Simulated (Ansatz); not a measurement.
A nudged elastic band was laid between two geometries of BrH + H6OSi2 (11 atoms, charge 0, multiplicity 1).

Method: RKS r2SCAN/def2-SVP in Ansatz.

- movable images: 9
- climbing image: yes
- spring: 5.0 eV/Å²
- optimiser: quadratic models (default)
- start path: through a guess of the saddle point
- force threshold: 0.05 eV/Å
- iteration limit: 60
- end points: relaxed

First end point:

```xyz
11
Properties=species:S:1:pos:R:3
Si -0.236 0.230 -0.026
O -0.278 -0.394 1.533
Si -1.363 -0.436 2.816
H -2.486 -1.366 2.503
H -0.612 -0.911 4.007
H -1.904 0.935 3.047
H 1.187 0.239 -0.457
H -0.789 1.618 -0.014
H -1.053 -0.622 -0.938
Br 2.065 -2.712 1.896
H 1.098 -1.647 1.776
```

Last end point:

```xyz
11
Properties=species:S:1:pos:R:3
Si 0.093 -0.375 -0.580
O 0.271 -0.077 2.535
Si -1.199 -0.316 3.302
H -2.082 -1.243 2.529
H -1.018 -0.879 4.675
H -1.835 1.025 3.393
H 1.135 0.606 -0.190
H -1.249 -0.026 -0.048
H 0.033 -0.502 -2.062
Br 0.677 -2.406 0.190
H 0.805 -0.872 2.399
```

Task: Which bonds break or form, and what moves?

Result: Bonds broken: Si1–O2, Br10–H11. Bonds formed: Si1–Br10, O2–H11. BrH + H6OSi2 becomes BrH3Si + H4OSi.

Task: What energy profile does the band end with?

Result: It converged. The highest image is number 6 of 0 to 10, 82.4 kJ/mol above the first end and 73.2 kJ/mol above the last; the last end lies 9.2 kJ/mol above the first. A vibrational analysis at the climbing image gives one clearly imaginary mode, 213i cm⁻¹: a first-order saddle point. The orbitals stay closed-shell, which can raise the energy where a bond breaks towards radicals; this wasn't checked here.

```json
{"image": "0", "path coordinate (Å)": "0.00", "energy (kJ/mol)": "0.0", "Si1–O2 (Å)": "1.68", "Br10–H11 (Å)": "1.44", "Si1–Br10 (Å)": "4.20"}
{"image": "1", "path coordinate (Å)": "0.61", "energy (kJ/mol)": "0.3", "Si1–O2 (Å)": "1.68", "Br10–H11 (Å)": "1.44", "Si1–Br10 (Å)": "4.07"}
{"image": "2", "path coordinate (Å)": "1.23", "energy (kJ/mol)": "0.9", "Si1–O2 (Å)": "1.68", "Br10–H11 (Å)": "1.44", "Si1–Br10 (Å)": "3.96"}
{"image": "3", "path coordinate (Å)": "1.84", "energy (kJ/mol)": "2.4", "Si1–O2 (Å)": "1.69", "Br10–H11 (Å)": "1.45", "Si1–Br10 (Å)": "3.74"}
{"image": "4", "path coordinate (Å)": "2.46", "energy (kJ/mol)": "20.4", "Si1–O2 (Å)": "1.71", "Br10–H11 (Å)": "1.49", "Si1–Br10 (Å)": "3.26"}
{"image": "5", "path coordinate (Å)": "3.07", "energy (kJ/mol)": "72.2", "Si1–O2 (Å)": "1.81", "Br10–H11 (Å)": "1.82", "Si1–Br10 (Å)": "2.84"}
{"image": "6", "path coordinate (Å)": "3.70", "energy (kJ/mol)": "82.4", "Si1–O2 (Å)": "1.96", "Br10–H11 (Å)": "2.24", "Si1–Br10 (Å)": "2.49"}
{"image": "7", "path coordinate (Å)": "4.38", "energy (kJ/mol)": "65.5", "Si1–O2 (Å)": "2.30", "Br10–H11 (Å)": "2.39", "Si1–Br10 (Å)": "2.34"}
{"image": "8", "path coordinate (Å)": "5.07", "energy (kJ/mol)": "24.5", "Si1–O2 (Å)": "2.74", "Br10–H11 (Å)": "2.51", "Si1–Br10 (Å)": "2.27"}
{"image": "9", "path coordinate (Å)": "5.76", "energy (kJ/mol)": "10.0", "Si1–O2 (Å)": "3.08", "Br10–H11 (Å)": "2.65", "Si1–Br10 (Å)": "2.25"}
{"image": "10", "path coordinate (Å)": "6.46", "energy (kJ/mol)": "9.2", "Si1–O2 (Å)": "3.14", "Br10–H11 (Å)": "2.69", "Si1–Br10 (Å)": "2.25"}
```

Task: What is the geometry of the highest image?

Result: 
```xyz
11
Properties=species:S:1:pos:R:3
Si 0.095 -0.317 0.023
O -0.055 -0.718 1.933
Si -1.357 -0.253 2.975
H -2.620 -0.841 2.465
H -0.981 -0.832 4.291
H -1.405 1.227 3.018
H 1.086 0.779 -0.120
H -1.210 0.412 0.331
H -0.313 -0.973 -1.255
Br 1.765 -2.138 0.347
H 0.624 -1.412 2.133
```

Task: What are the harmonic wavenumbers there?

Result: 213i, 51, 97, 148, 211, 232, 390, 538, 642, 666, 707, 759, 822, 869, 934, 942, 954, 996, 1039, 1157, 2032, 2201, 2266, 2268, 2286, 2300, 3366 cm⁻¹.

The band took 21 iterations and about 23 core-minutes.

The run took 5.9 min on 4 threads of Arm Neoverse V2 (shared host), peak memory 0.23 GiB.
